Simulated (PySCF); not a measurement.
Computed Raman spectrum (relative Raman activity) of a molecule C3H5BFNO. Geometry optimised at B3LYP-D3(BJ)/def2-SVP. One conformer was computed; it need not be the lowest. Computed with B3LYP-D3(BJ)/def2-SVP in PySCF. Harmonic, unscaled wavenumbers; measured fundamentals usually lie a few per cent lower.

| ν (cm⁻¹) | relative intensity |
|---|---|
| 277 | 2.4 |
| 599 | 4.3 |
| 704 | 6.7 |
| 797 | 2.2 |
| 860 | 2.6 |
| 1150 | 3.3 |
| 1278 | 3.2 |
| 1317 | 2.7 |
| 1440 | 5.1 |
| 1456 | 13 |
| 1487 | 12 |
| 1701 | 19 |
| 2946 | 100 |
| 3053 | 67 |
| 3096 | 49 |
| 3178 | 77 |
| 3830 | 70 |

Question: Which structure fits?
(A) N#CCB(F)CO
(B) CN1C=C(F)B1O
(C) FB1NCC=CO1
(D) OB1C=C(F)CN1

Answer: B, CN1C=C(F)B1O
